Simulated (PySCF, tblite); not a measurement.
Isomers of C6H11NSSi. Method: GFN2-xTB as coded in tblite; computed harmonic values from a numerical Hessian at the method's own geometry, unscaled. This tight-binding method is rough: wavenumbers can miss measured ones by several per cent, in bad cases by 10 to 20. Modes of hydrogen on silicon can be 10 to 20 % off. One conformer each.

Electronic energies: PBE0/pcSseg-1 single points on the GFN2-xTB geometries (PySCF, gas phase).

```tsv
SMILES	electronic energy, lowest = 0 (kJ/mol)
CC(C)S[C@@H]1C[Si@@H]1C#N	112.2
[SiH3]C(=C=S)N1CCCC1	152.8
N#C[C@@]1([SiH3])CCCSC1	33.1
N#CC[C@@H]1C[SiH2]CCS1	0.0
CS[SiH2]/C=C\CCC#N	27.3
```

**Question.** How do GFN2-xTB zero-point energies change the relative energies?

**Answer.** 
| SMILES | ZPE (kJ/mol) | of it from modes above 1550 cm⁻¹ | electronic (kJ/mol) | with ZPE, lowest = 0 (kJ/mol) | lowest mode (cm⁻¹) | rings |
| --- | --- | --- | --- | --- | --- | --- |
| N#CC[C@@H]1C[SiH2]CCS1 | 403.4 | 201.0 | 0.0 | 0.0 | 54 | 1 |
| CS[SiH2]/C=C\CCC#N | 396.8 | 213.4 | 27.3 | 20.8 | 33 | 0 |
| N#C[C@@]1([SiH3])CCCSC1 | 399.7 | 197.9 | 33.1 | 29.4 | 92 | 1 |
| CC(C)S[C@@H]1C[Si@@H]1C#N | 403.5 | 209.1 | 112.2 | 112.3 | 29 | 1 |
| [SiH3]C(=C=S)N1CCCC1 | 399.3 | 193.0 | 152.8 | 148.7 | 44 | 1 |

The zero-point energies span 6.7 kJ/mol, from `CS[SiH2]/C=C\CCC#N` to `CC(C)S[C@@H]1C[Si@@H]1C#N`. The order is unchanged.

**Question.** And how do the electronic energies of GFN2-xTB itself compare?

**Answer.** `N#CC[C@@H]1C[SiH2]CCS1` 35.4; `CS[SiH2]/C=C\CCC#N` 56.9; `N#C[C@@]1([SiH3])CCCSC1` 0.0; `CC(C)S[C@@H]1C[Si@@H]1C#N` 222.8; `[SiH3]C(=C=S)N1CCCC1` 20.6 kJ/mol, lowest = 0. Against the energies above, taken from the same isomer `N#CC[C@@H]1C[SiH2]CCS1`, the largest difference is 167.6 kJ/mol.

**Question.** What do entropy and thermal enthalpy add at 298.15 K and 1 bar (rigid rotor, harmonic oscillator, one conformer each)?

**Answer.** 
```json
{"SMILES": "N#CC[C@@H]1C[SiH2]CCS1", "point group": "C1", "symmetry number": "1", "S (J/(mol K))": "421.6", "H − H(0) (kJ/mol)": "30.18", "ZPE + H − H(0) − TS (kJ/mol)": "307.9"}
{"SMILES": "CS[SiH2]/C=C\\CCC#N", "point group": "C1", "symmetry number": "1", "S (J/(mol K))": "479.0", "H − H(0) (kJ/mol)": "35.37", "ZPE + H − H(0) − TS (kJ/mol)": "289.4"}
{"SMILES": "N#C[C@@]1([SiH3])CCCSC1", "point group": "C1", "symmetry number": "1", "S (J/(mol K))": "417.5", "H − H(0) (kJ/mol)": "30.41", "ZPE + H − H(0) − TS (kJ/mol)": "305.6"}
{"SMILES": "CC(C)S[C@@H]1C[Si@@H]1C#N", "point group": "C1", "symmetry number": "1", "S (J/(mol K))": "458.3", "H − H(0) (kJ/mol)": "34.38", "ZPE + H − H(0) − TS (kJ/mol)": "301.2"}
{"SMILES": "[SiH3]C(=C=S)N1CCCC1", "point group": "C1", "symmetry number": "1", "S (J/(mol K))": "442.1", "H − H(0) (kJ/mol)": "31.67", "ZPE + H − H(0) − TS (kJ/mol)": "299.2"}
```
